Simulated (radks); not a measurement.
The numbers below are computed, except where a source is named.
The terbium ion Tb41+, configuration [Ar] 3d6.

Level of theory: scalar-relativistic Kohn-Sham, PBE, spin-unpolarised, spherical densities, point nucleus (a radial shooting solver on a logarithmic mesh with Libxc functionals).

Energy parts (hartree):
total: -10454.3190
kinetic: 11336.9309
electron-nucleus: -23470.9293
Hartree: 1859.3606
exchange-correlation: -179.6813

Orbitals (lengths in bohr, moments of r in powers of bohr; <r^-3> diverges for s and p1/2; r(max) is where P^2 peaks; r(90%) holds 90 % of the orbital's charge):
[
 {"orbital": "1s", "occ.": "2", "eigenvalue (hartree)": "-1984.811", "<r^4>": "1.062e-06", "<r^-3>": "-", "r(90%)": "0.0389", "r(max)": "0.01364"},
 {"orbital": "2s", "occ.": "2", "eigenvalue (hartree)": "-392.9686", "<r^4>": "0.0001639", "<r^-3>": "-", "r(90%)": "0.141", "r(max)": "0.07732"},
 {"orbital": "2p", "occ.": "6", "eigenvalue (hartree)": "-358.1333", "<r^4>": "0.0001223", "<r^-3>": "12210", "r(90%)": "0.131", "r(max)": "0.06263"},
 {"orbital": "3s", "occ.": "2", "eigenvalue (hartree)": "-139.2829", "<r^4>": "0.005329", "<r^-3>": "-", "r(90%)": "0.335", "r(max)": "0.2143"},
 {"orbital": "3p", "occ.": "6", "eigenvalue (hartree)": "-128.5450", "<r^4>": "0.005336", "<r^-3>": "2872", "r(90%)": "0.336", "r(max)": "0.2091"},
 {"orbital": "3d", "occ.": "6", "eigenvalue (hartree)": "-115.8206", "<r^4>": "0.003806", "<r^-3>": "395.3", "r(90%)": "0.310", "r(max)": "0.1685"}
]

The highest occupied level is 3d at -3151.6 eV. Summed over all electrons, <r^2> = 0.8266 bohr^2, which gives a Langevin (diamagnetic) susceptibility term of -0.655 x 10^-6 cm^3/mol. The density falls to 0.001 e/bohr^3 at r = 0.72 bohr.
